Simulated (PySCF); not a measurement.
Isomers of C4H8Se, one conformer each; single-point electronic energies without zero-point terms and without any empirical dispersion term.

Level: CAM-B3LYP/def2-SVPD in PySCF, non-relativistic, each on one gas-phase PBE0-D3(BJ)/def2-SVP geometry that isn't relaxed in the solvent. The solvent is an IEF-PCM continuum (cavity from Bondi-type radii × 1.2). Specific hydrogen bonds and non-electrostatic terms are outside this model. Spin–orbit coupling is left out although an atom past zinc is present.

```csv
isomer,"relative energy, gas (kJ/mol)",dipole (D)
`C(=[Se])(CC)C`,0.0,2.95
`C[Se]/C=C/C`,22.0,1.42
`C/C=C\[Se]C`,24.5,1.08
`C=C[Se]CC`,32.6,1.24
```

**Question.** How do the relative energies look in cyclohexane (ε = 2.017)?

**Answer.** 
```
         isomer  relative energy, solvent (kJ/mol)  E(solvent) − E(gas) (kJ/mol)  dipole in solvent (D)
`C(=[Se])(CC)C`                                0.0                          -6.3                   3.49
  `C[Se]/C=C/C`                               23.1                          -5.2                   1.65
  `C/C=C\[Se]C`                               25.5                          -5.3                   1.25
    `C=C[Se]CC`                               33.8                          -5.1                   1.44
```

The order is unchanged. Conformers: `[CH3:1][CH2:2][C:3]([CH3:4])=[Se:5]` with C1–C2–C3–C4 83°; `[CH3:1]/[CH:2]=[CH:3]/[Se:4][CH3:5]` with C2–C3–Se4–C5 0°; `[CH3:1]/[CH:2]=[CH:3]\[Se:4][CH3:5]` with C2–C3–Se4–C5 180°; `[CH2:1]=[CH:2][Se:3][CH2:4][CH3:5]` with C1–C2–Se3–C4 -4°, C2–Se3–C4–C5 -77°. `C(=[Se])(CC)C` gains most from the continuum, and it has the largest gas-phase dipole. The gains span 1.2 kJ/mol, the gas-phase energies 32.6 kJ/mol.
